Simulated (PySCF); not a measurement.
# Radial density of Sc³⁺ (scandium, charge +3)

UHF, [Ar], closed-shell 1S. All numbers are calculated (PySCF 2.14, scalar relativity by spin-free X2C-1e, in aug-cc-pwCVTZ-DK with one added diffuse shell each of s, p, d, f, g type (11s10p8d5f4g, 152 functions)).

| r (bohr) | 4πr²ρ (e/bohr) |
| --- | --- |
| 0.00131 | 0.1678 |
| 0.00220 | 0.4304 |
| 0.00370 | 1.081 |
| 0.00622 | 2.618 |
| 0.0105 | 5.952 |
| 0.0176 | 12.10 |
| 0.0296 | 20.30 |
| 0.0498 | 24.89 |
| 0.0838 | 20.60 |
| 0.141 | 19.49 |
| 0.237 | 26.46 |
| 0.399 | 14.72 |
| 0.671 | 6.942 |
| 1.13 | 7.635 |
| 1.90 | 1.333 |
| 3.19 | 0.01757 |

Densities and radii are taken from the X2C orbitals without a picture-change correction, which distorts them close to the nucleus.
